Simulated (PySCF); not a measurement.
# Structure elucidation problem

The spectra below were simulated for a compound C4H7F3Si2.

¹H NMR (400 MHz, computed): δ 6.61 (m, 1H), 4.99 (m, 1H), 4.81 (m, 1H), 4.74 (m, 1H), 2.11 (s, 3H).

¹³C{¹H} NMR (computed): δ 182.0 (C), 150.6 (C), 127.0 (CH), 15.6 (CH3).

- NMR shieldings at PBE0/pcSseg-1/GIAO
- structure optimised with GFN2-xTB
- program: PySCF 2.14.0 with density-fitted response routines
- gas phase, single conformer, non-relativistic, rapidly exchanging positions averaged

References, each an isolated molecule treated in the same way: TMS for ¹H, ¹³C.

**Question.** Deduce the structure.

**Answer.** 
- Rings plus π bonds: 2 (1 ring in the answer).
- 4 carbon signals for 4 carbons: no two carbons are equivalent.
- Carbon types of the structure: 2 × C, 1 × CH, 1 × CH3, leaving 3 H on heteroatoms.
- δC 182.0, 150.6: fully substituted alkene carbon.
- δC 127.0: sp3 CH bonded to 2 F and Si; 2 electronegative neighbours deshield it.
- δC 15.6: allylic methyl carbon; a saturated carbon with 1 carbon neighbour and no heteroatom attached.
- δH 6.61: hydrogen on an sp3 CH bonded to 2 F and Si; its carbon carries F, which withdraws density.
- δH 4.99, 4.81: hydrogen on a silicon bonded to C, Si, in a 4-membered ring.
- δH 4.74: hydrogen on a silicon bonded to 2 C, Si, in a 4-membered ring.
- δH 2.11: hydrogen on an allylic methyl carbon; allylic position.

These data were computed for SMILES C1(F)=C(C)[Si@@H](C(F)F)[SiH2]1.

The shifts were computed for this structure.

Splittings by ¹⁹F in the carbon and heteronuclear signals aren't shown, as no couplings were computed. Shifts are as computed. Against solution values, carbons near 30 ppm lie about +3 ppm off and those near 130 ppm about +5 ppm. Of 1309 compounds with measured shifts, 239 miss one by over three times the rms of a fit or turn the order of signals round; such compounds aren't used in these exercises. No couplings were computed; multiplicities are counted from neighbouring protons, with m where these are inequivalent, close in shift, in a saturated or five-membered ring or joined by F or P, and br s for small geminal =CH2 splittings.
